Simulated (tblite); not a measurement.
A tight-binding relaxation on `CC([Si@@H](OC)[O][GeH3])C`.

Computed with GFN2-xTB geometry optimisation, gas phase (tblite 0.8.0). Start geometry: from a force field or distance geometry. A driver script takes a list of jobs; this job's settings line and coordinates (Å) are shown.

Command:
```bash
OMP_NUM_THREADS=1 python probes_run.py task.json out
```

Input:
```
{"job": {"kind": "relax", "xc": "GFN2-xTB", "basis": "xTB"}, "charge": 0, "multiplicity": 1}
C     -0.320200     2.641800     0.525700
O      0.482300     1.540900     0.799500
Si     0.310900     0.483800    -0.516100
O      1.660600    -0.414500    -0.929000
Ge     3.005700    -0.366500     0.222900
C     -1.213200    -0.612200    -0.329500
C     -1.121100    -1.791700    -1.269500
C     -1.454100    -0.993200     1.105300
H     -0.490600     2.670500    -0.578900
H      0.129000     3.598500     0.818600
H     -1.321500     2.574100     0.998000
H     -0.007000     1.350100    -1.681400
H      4.037000    -1.425400    -0.264600
H      3.769000     0.989200     0.223000
H      2.621700    -0.753900     1.667500
H     -2.077700    -0.003500    -0.678300
H     -2.160200    -2.049700    -1.551500
H     -0.654900    -2.682800    -0.800900
H     -0.516400    -1.484300    -2.134000
H     -2.197800    -0.263500     1.509800
H     -0.551200    -0.984300     1.735300
H     -1.940900    -2.003900     1.127200
```

Output:
```
step      E/eV     max force
  0    -749.95497    1.811
  1    -750.18914    1.213
  2    -750.35502    1.071
  3    -750.46628    0.994
  4    -750.60491    0.721
  5    -750.66348    0.638
  6    -750.72961    0.655
  7    -750.77674    0.665
  8    -750.81180    0.420
  9    -750.83723    0.296
... (138 lines left out)
148    -751.17056    0.036
149    -751.17072    0.037
150    -751.17084    0.028
151    -751.17092    0.017
152    -751.17097    0.016
153    -751.17101    0.019
154    -751.17104    0.020
155    -751.17107    0.012
156    -751.17110    0.011
157    -751.17112    0.010
```

«max force» is the largest atomic force in eV/Å.

Question: From which step on does the largest force stay under 0.1 eV/Å, and how much energy is left to gain from there?

Answer: From step 45 (0.096 eV/Å), 40.4 meV above the end.

In short: energy lowered by 28.0 kcal/mol over 157 steps; largest atomic force 0.010 eV/Å at the end.

Question: Give the final coordinates.

Answer: 0.577 Å rms from the input after alignment:
```
atom  x, y, z in Å
C1    -0.2661    2.6927    0.4963
O2     0.5818    1.6075    0.2528
Si3    0.3132    0.4055   -0.8275
O4     1.6563   -0.4789   -0.6427
Ge5    2.8891   -0.1474    0.5634
C6    -1.2343   -0.6257   -0.4038
C7    -1.3761   -1.8032   -1.3642
C8    -1.1861   -1.1303    1.0389
H9    -0.3164    3.3433   -0.3797
H10    0.1385    3.2538    1.3385
H11   -1.2761    2.3561    0.7407
H12    0.3100    0.9180   -2.1980
H13    3.8393   -1.2820    0.3270
H14    3.5052    1.1808    0.2662
H15    2.2670   -0.2016    1.9218
H16   -2.1245    0.0044   -0.5153
H17   -2.2583   -2.3956   -1.1241
H18   -0.4994   -2.4426   -1.2968
H19   -1.4620   -1.4543   -2.3902
H20   -1.1381   -0.3010    1.7424
H21   -0.3047   -1.7535    1.1848
H22   -2.0687   -1.7266    1.2688
```

Time: 1.6 s wall. Hardware: an Arm Neoverse V1 with one thread, no GPU, shared host with 32 logical CPUs at a one-minute load of 31.
Labels such as C1 count atoms from 1, the log's own numbers from 0.
